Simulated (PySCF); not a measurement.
Radial density of Zr (zirconium, neutral)

UHF, [Kr] 4d2 5s2, high-spin 3F determinant. Calculation: PySCF 2.14, in def2-TZVPPD with the def2 core potential (28 electrons) (6s4p3d2f1g, 56 functions); scalar relativity through the core potential. This is the valence pseudo-density: the core potential removes the inner electrons and smooths the orbitals near the nucleus.

| r (bohr) | 4πr²ρ (e/bohr) | 4πr²(ρα − ρβ) |
| --- | --- | --- |
| 0.0483 | 1.143e-05 | 0.0000 |
| 0.0812 | 4.785e-05 | 0.0000 |
| 0.137 | 0.0002869 | 0.0000 |
| 0.230 | 0.003043 | 0.0003 |
| 0.386 | 0.07601 | 0.0062 |
| 0.650 | 2.010 | 0.0946 |
| 1.09 | 8.582 | 0.6402 |
| 1.84 | 3.956 | 1.0129 |
| 3.09 | 1.058 | 0.3974 |
| 5.20 | 0.3194 | 0.0031 |
| 8.75 | 0.01615 | -0.0052 |

Energies and moments cover only the electrons outside the core potential.

Q: Where is the radial spin density 4πr²(ρα − ρβ) most negative, and why is it negative at all?

A: Around r = 8.75 bohr, down to -0.0052 e/bohr: exchange with the open shell polarises the paired shells in an unrestricted calculation.
